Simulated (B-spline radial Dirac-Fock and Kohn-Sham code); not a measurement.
## How the settings move the core levels of In

ΔSCF core binding energies without Breit or QED terms, calculated with a radial B-spline solver. Keys: rel is the Hamiltonian (dirac, or spin-free x2c and nr, where L3 and M5 stand for the whole 2p and 3d shells), method is hf or an exchange,correlation pair (spin-unpolarised, also for the hole states), nuc the nuclear model, radius_factor scales its radius, rmax is the box in bohr, h the logarithmic mesh step, order the B-spline order, points the quadrature points per cell, c_factor scales the speed of light, and damp, ndamp, maxit and tol steer the iteration. The run stops when the commutator error falls below 10·tol·max(1, Z/10), or the numerical noise floor, and the energy has settled to about 1e-8 Ha; the virial ratio is −V/T.

Base input:

```json
{"items": [{"Z": 49, "q": 0, "cfg": [[1, 0, 2], [2, 0, 2], [2, 1, 6], [3, 0, 2], [3, 1, 6], [3, 2, 10], [4, 0, 2], [4, 1, 6], [4, 2, 10], [5, 0, 2], [5, 1, 1]], "A": 115, "rrms": 4.6156, "do": "settings", "holes": ["K", "L3", "M5"],
  "settings": [{"rel": "dirac", "method": "hf", "nuc": "fermi", "radius_factor": 1.0, "rmax": 45.0, "h": 0.3, "order": 8, "points": 10, "c_factor": 1.0, "maxit": 60, "damp": 0.5, "ndamp": 3, "tol": 1e-08}]}]}
```

The ground state converged in 11 iterations, with total energy -5880.43222 Ha, virial ratio 1.95161 and highest orbital energy -5.21 eV. ΔSCF binding energies: K (1s) 28037.0 eV, L3 (2p3/2) 3745.4 eV, M5 (3d5/2) 451.5 eV.

Changes from the base run:

| changed setting | Δ total energy (Ha) | Δ K (eV) | Δ L3 (eV) | Δ M5 (eV) | iterations |
| --- | --- | --- | --- | --- | --- |
| c_factor = 10.0 | +139.00890 | -940.19 | +4.11 | +9.96 | 10 |
| rel = "x2c"; h = 0.4; order = 5 | +2.14436 | -22.53 | +66.41 | +3.19 | 11 |
| rel = "x2c" | +2.11317 | -22.57 | +66.35 | +3.12 | 11 |
| damp = 0.8 | 0.00000 | 0.00 | 0.00 | 0.00 | 11 |
| rmax = 25.0 | 0.00000 | 0.00 | 0.00 | 0.00 | 11 |
| rmax = 25.0; order = 6; c_factor = 1.5 | ? | ? | ? | ? | ? |
| damp = 0.2 | 0.00000 | 0.00 | 0.00 | 0.00 | 10 |
| rmax = 30.0 | 0.00000 | 0.00 | 0.00 | 0.00 | 11 |
| tol = 0.0001 | 0.00000 | 0.00 | 0.00 | 0.00 | 8 |
| order = 6 | +0.00021 | 0.00 | 0.00 | 0.00 | 11 |
| rel = "x2c"; method = "rpbe,pbe"; rmax = 25.0 | -0.50163 | +3.89 | +47.09 | +0.39 | 17 |
| nuc = "gauss" | -0.00045 | +0.01 | 0.00 | 0.00 | 11 |
| radius_factor = 1.2 | +0.05737 | -0.66 | 0.00 | 0.00 | 11 |
| rel = "x2c"; radius_factor = 1.2; order = 5 | +2.17216 | -23.23 | +66.36 | +3.13 | 11 |

Q: What does the change rmax = 25.0; order = 6; c_factor = 1.5 do?

A: The total energy moves by +80.15528 Ha and the binding energies by K -542.83 eV, L3 +2.65 eV, M5 +5.66 eV; the run takes 11 iterations.
